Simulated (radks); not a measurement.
Problem. The mean radii <r> (bohr) of the occupied orbitals of an atom or ion are listed with their occupations. Method: Dirac Kohn-Sham, PW91, spin-unpolarised, spherical densities, finite nucleus; Fermi nuclear charge, rms radius of each element as measured or else 0.836 A^(1/3) + 0.57 fm; computed with a radial shooting solver on a logarithmic mesh with Libxc functionals.

| orbital | occ. | <r> |
|---|---|---|
| 1s1/2 | 2 | 0.01835 |
| 2s1/2 | 2 | 0.07695 |
| 2p1/2 | 2 | 0.06365 |
| 2p3/2 | 4 | 0.07161 |
| 3s1/2 | 2 | 0.2006 |
| 3p1/2 | 2 | 0.1905 |
| 3p3/2 | 4 | 0.2053 |
| 3d3/2 | 4 | 0.1797 |
| 3d5/2 | 6 | 0.1842 |
| 4s1/2 | 2 | 0.4495 |
| 4p1/2 | 2 | 0.4546 |
| 4p3/2 | 4 | 0.4878 |
| 4d3/2 | 4 | 0.5047 |
| 4d5/2 | 6 | 0.5161 |
| 5s1/2 | 2 | 1.065 |
| 5p1/2 | 2 | 1.168 |
| 5p3/2 | 4 | 1.266 |
| 4f5/2 | 6 | 0.6016 |
| 4f7/2 | 8 | 0.6111 |
| 5d3/2 | 1.2 | 1.730 |
| 5d5/2 | 1.8 | 1.776 |

Name the element and its charge. Open shells, if any, are shared by 2j + 1.

Solution. Z = 74, tungsten, charge +3: W3+ in [Xe] 4f14 5d3. The 1s radius gives Z: for a bare nucleus <r> = (2 gamma + 1)/(2Z) with gamma = sqrt(1 - (Z/c)^2), 0.01813 bohr for Z = 74, and screening makes it slightly larger (0.01835 here). The occupations add up to 71, and the charge is Z minus that.
